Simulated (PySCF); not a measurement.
Atom-mapped SMILES (the numbers label the heavy atoms): `[F:1][c:2]1[cH:3][cH:4][c:5]([SiH3:6])[s:7]1`; H(Xn) means a hydrogen on atom n.

Geometry: PBE0-D3(BJ)/def2-SVP; GIAO absolute shieldings from PySCF 2.14, gas phase, non-relativistic, averaged over equivalent atoms.

At PBE0/def2-SVP (131 basis functions, 18 s wall time on 1 thread of an Intel Xeon Platinum 8259CL, shared host):
```csv
atoms,σ (ppm)
F1,310.2
C2,16.2
C4,60.3
C5,79.2
C3,88.9
Si6,478.9
S7,361.8
H(C4),24.51
H(C3),25.10
H(Si6),26.80
```

**Question.** What do these become at B3LYP/pcSseg-1?

**Answer.** 
```
 atoms  σ at B3LYP/pcSseg-1  change
    F1                292.4   -17.8
    C2                 -8.2   -24.4
    C4                 37.5   -22.8
    C5                 55.4   -23.8
    C3                 66.9   -22.0
   Si6                411.8   -67.1
    S7                262.2   -99.6
 H(C4)                24.43   -0.08
 H(C3)                24.93   -0.17
H(Si6)                26.92   +0.12
```

The largest change is at S7 (aromatic ring sulfur). Cost: 158 basis functions, 20 s wall time on 1 thread of an Intel Xeon Platinum 8259CL, shared host. The order of the carbon signals is the same at both levels.
